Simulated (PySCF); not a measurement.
Molecule: SMILES O=S(=O)(Cl)C(F)(F)F, CClF₃O₂S.

Geometry:
```json
{"atom": "O1", "x (Å)": "1.326", "y (Å)": "-0.178", "z (Å)": "1.467"}
{"atom": "S2", "x (Å)": "0.953", "y (Å)": "-0.116", "z (Å)": "0.077"}
{"atom": "O3", "x (Å)": "1.411", "y (Å)": "-1.054", "z (Å)": "-0.917"}
{"atom": "Cl4", "x (Å)": "1.302", "y (Å)": "1.802", "z (Å)": "-0.611"}
{"atom": "C5", "x (Å)": "-0.919", "y (Å)": "-0.094", "z (Å)": "-0.007"}
{"atom": "F6", "x (Å)": "-1.327", "y (Å)": "-1.294", "z (Å)": "0.340"}
{"atom": "F7", "x (Å)": "-1.383", "y (Å)": "0.804", "z (Å)": "0.829"}
{"atom": "F8", "x (Å)": "-1.303", "y (Å)": "0.180", "z (Å)": "-1.232"}
```

Geometry PBE0-D3(BJ)/def2-SVP throughout; GIAO in PySCF 2.14, gas phase, one conformer, non-relativistic; equivalent atoms averaged; functional PBE0.

A run gave: O1/O3 61.0, S2 204.2, Cl4 368.2, C5 74.8, F6/F7/F8 279.9 ppm (absolute shieldings σ).

**Question.** Which basis set was used in that run?
A. 6-31G*
B. STO-3G
C. 6-311+G(2d,p)
D. 6-31G

**Answer.** A. Cl4 tells them apart best: 6-31G* gives 368.2, 6-31G gives 232.9, STO-3G gives 796.4, 6-311+G(2d,p) gives 310.9 ppm.
